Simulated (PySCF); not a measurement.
trichloroethylene (C₂HCl₃), singlet, at a GFN2-xTB geometry. Base run: PySCF with PBE0/6-31G.

PySCF was given this input:
```python
from pyscf import gto, scf, dft

mol = gto.Mole()
mol.atom = '''
    Cl    2.164304    0.650631   -0.024884
    C     0.968681   -0.568927   -0.034553
    C    -0.332364   -0.292371   -0.001418
    Cl   -0.967282    1.297247    0.054353
    Cl   -1.500229   -1.550861   -0.012694
    H     1.336608   -1.581513   -0.069361
'''
mol.basis = '6-31g'
mol.charge = 0
mol.spin = 0
mol.verbose = 3
mol.build()

mf = dft.RKS(mol)
mf.xc = 'pbe0'
mf.kernel()
```

Variants of this job, named by their change:

| change | ΔE vs base (mEh) | grid points | electrons on the grid |
|---|---|---|---|
| base | 0.000 | 94688 | 64.00001 |
| small_rho_cutoff = 0 | 0.000 | 94688 | 64.00001 |
| grids.level = 4 | 0.004 | 159000 | 64.00000 |
| grids.radi_method = delley | 0.000 | 98576 | 64.00001 |
| grids.atom_grid = (75, 302) | 0.002 | 84024 | 64.00000 |
| grids.atom_grid = (30, 110) | 1.296 | 14640 | 63.99965 |
| grids.level = 1 | -0.001 | 31784 | 64.00003 |
| grids.level = 5 | 0.004 | 238640 | 64.00000 |
| grids.prune = dft.gen_grid.treutler_prune | 0.000 | 88352 | 64.00001 |
| grids.level = 0 | -48.763 | 7664 | 64.01632 |
| grids.radi_method = mura_knowles | 0.000 | 88424 | 64.00001 |
